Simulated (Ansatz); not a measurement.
`COC(Cl)I`. The species carries charge 0 and has multiplicity 1. Correlated methods include outer-core shells of I, which these sets cover unevenly. I takes the def2 core potential.

```xyz
9

C    -0.762    1.018    0.119
O    -0.498   -0.202   -0.557
C     0.574   -0.874   -0.077
Cl    2.134   -0.091   -0.506
I     0.499   -2.874   -0.839
H     0.044    1.736   -0.050
H    -1.692    1.400   -0.296
H    -0.882    0.846    1.194
H     0.583   -0.959    1.011
```

(1) Give the diagnostics of a CCSD(T)/def2-TZVPP run (frozen core, Ansatz). (Best estimate.)

Results:

(1) Computed: T1 = 0.0103, largest single amplitude 0.013, largest double 0.037, (T) share of the correlation energy 3.4 %, 10 CCSD cycles. The RHF solution is stable towards an unrestricted one. T1 lies under the customary mark of 0.02 for closed shells.
